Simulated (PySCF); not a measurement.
fac-FeCl3(PH3)3 (`[PH3]->[Fe](<-[PH3])(<-[PH3])([Cl])([Cl])[Cl]`) [radical] (doublet state). Method used: PBE0-D3(BJ)/def2-SVP geometry optimisation, gas phase in PySCF 2.14.0.

```
atom  x, y, z in Å
Fe1    0.4876    0.5026    0.3277
Cl2    0.2747    0.8131    2.5760
P3     0.6140    0.1431   -1.8877
H4    -0.5069    0.4447   -2.7082
H5     0.9064   -1.1600   -2.3781
H6     1.6202    0.8997   -2.5165
Cl7    2.7127    0.0615    0.1189
P8    -1.7238    0.8823    0.4890
H9    -2.0229    2.0769    1.1706
H10   -2.5511   -0.0435    1.1815
H11   -2.5031    1.0439   -0.6907
Cl12   0.4102    2.6414   -0.4396
P13    0.5325   -1.6254    1.0345
H14    1.4820   -1.8498    2.0491
H15    0.8625   -2.6641    0.1203
H16   -0.6296   -2.2002    1.6195
```

(1) What is the repulsion energy of the bare nuclei, Σ ZA·ZB/RAB?

(2) Which two atoms are farthest apart?

(3) Work out the bond lengths Fe1–Cl2, Fe1–Cl7, P8–H10, P13–H16 in bohr.

(4) Give the dihedral angles P8–Fe1–P3–H6, Cl2–Fe1–P13–H14, P3–Fe1–P8–H10.

(5) How far apart are these pairs, which share no bond: Fe1···H14, P3···H10, P3···H11, Cl7···H10, H9···H11, H10···H14?

(6) Write the matrix of distances between heavy atoms (Å, lower triangle).

Answers

(1) 1379.39 Eh over 120 pairs, with full nuclear charges and distances in bohr; the largest single term is 102.88 Eh (Fe1 with Cl12).

(2) H6···H10, H9···H15 and H4···H14, 5.654 Å down to 5.644 Å.

(3) For Fe1–Cl2 the difference vector is (-0.2129, 0.3105, 2.2483) Å, of length 2.2796 Å. 1 bohr = 0.529177 Å. Fe1–Cl2 4.308; Fe1–Cl7 4.305; P8–H10 2.687; P13–H16 2.688 bohr.

(4) P8–Fe1–P3–H6 130° (anticlinal); Cl2–Fe1–P13–H14 -52° (synclinal); P3–Fe1–P8–H10 113° (anticlinal). Dihedral signs follow IUPAC: positive where, seen along the central bond, the front bond turns clockwise onto the rear one.

(5) Fe1···H14 3.080 Å (2 bonds apart); P3···H10 4.413 Å (3 bonds apart); P3···H11 3.458 Å (3 bonds apart); Cl7···H10 5.371 Å (3 bonds apart); H9···H11 2.182 Å (2 bonds apart); H10···H14 4.503 Å (4 bonds apart).

(6) 
```
Fe1   0.000
Cl2   2.280  0.000
P3    2.248  4.526  0.000
Cl7   2.278  3.542  2.905  0.000
P8    2.250  2.890  3.415  4.527  0.000
Cl12  2.274  3.529  2.895  3.503  2.917  0.000
P13   2.243  2.896  3.417  2.905  3.417  4.516  0.000
```

Whether it is a minimum is left open (no frequencies). ⟨S²⟩ = 0.796 (exact for a doublet: 0.75).
